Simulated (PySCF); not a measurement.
GeH2, SMILES [GeH2] (connectivity only; charge and spin as stated), neutral, multiplicity 1. Atoms are numbered in the order given.

```xyz
3

Ge     0.0000     0.0000     0.0661
H      0.0000     1.1380    -1.0573
H      0.0000    -1.1380    -1.0573
```
Charge 0, spin multiplicity 1.

Coordinates come from a B3LYP-D3(BJ)/def2-TZVPD optimisation. The isomer is the one that the SMILES or the coordinates give; other isomers of the formula were not compared.

All values below come from PySCF 2.14.0 with B3LYP-D3(BJ)/def2-TZVPD.

Frequencies are harmonic and unscaled.

```
mode  ν (cm⁻¹)  IR (km/mol)  moving atoms (share of kinetic energy)
----  --------  -----------  --------------------------------------
1          936         59.7                                  H 99 %
2         1891        319.0                                  H 99 %
3         1898        364.0                                  H 99 %
```
